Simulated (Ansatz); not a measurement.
Basis-set series for CH4BrGaO2 (`C[O][Ga]([OH])[Br]`). The species carries charge 0 and has multiplicity 1. The geometry is a stationary point of PBE0-D4/def2-TZVP. It is one conformer, not always the lowest.

| atom | x (Å) | y (Å) | z (Å) |
| --- | --- | --- | --- |
| C1 | 1.108 | 1.024 | 0.515 |
| O2 | -0.162 | 0.714 | -0.013 |
| Ga3 | -0.728 | -0.924 | -0.357 |
| O4 | -2.352 | -1.148 | -1.017 |
| Br5 | 0.587 | -2.726 | 0.034 |
| H6 | 1.639 | 1.685 | -0.177 |
| H7 | 0.990 | 1.548 | 1.468 |
| H8 | 1.730 | 0.139 | 0.686 |
| H9 | -2.813 | -0.313 | -1.140 |

```
functional       basis  functions  energy (Eh)  HOMO (eV)  LUMO (eV)
   PBE0-D4    def2-SVP        126  -4688.61542      -8.12      -1.05
   PBE0-D4  def2-QZVPP        469  -4689.51518      -8.29      -1.34
   ωB97M-V    def2-SVP        126  -4689.05376     -10.49       0.86
   ωB97M-V  def2-QZVPP        469  -4689.95300     -10.69       0.36
```

Problem. Give the rows for def2-TZVPP. (Estimate.)

Solution. The calculation gave: 
```tsv
functional	basis	functions	energy (Eh)	HOMO (eV)	LUMO (eV)
PBE0-D4	def2-TZVPP	245	-4689.40745	-8.25	-1.22
ωB97M-V	def2-TZVPP	245	-4689.84919	-10.65	0.64
```

Positive LUMOs are unbound and depend on the basis. Scalar relativity is left out up to krypton.

Results of the Gaussian-basis code of Ansatz.
